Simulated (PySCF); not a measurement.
# Correlation energy of S³⁺ (sulfur, charge +3)

[Ne] 3s2 3p1, 2P determinant. Computed with PySCF 2.14 in def2-TZVPPD (6s6p4d1f, 51 functions), with the non-relativistic Hamiltonian (point nucleus). Frozen: [Ne]; 3 electrons correlated.

```csv
level,correlation energy (mhartree)
CCSD,-70.42
(T),-1.01
CCSD(T),-71.43
CCSDT,-71.81
```

Diagnostics: T1 = 0.010, D1 = 0.0240, largest double amplitude 0.108.

Problem. Is a single reference adequate?

Solution. Mostly. T1 lies below 0.03, but a double amplitude of this size points to a near-degeneracy that CCSD handles and MP2 describes poorly.
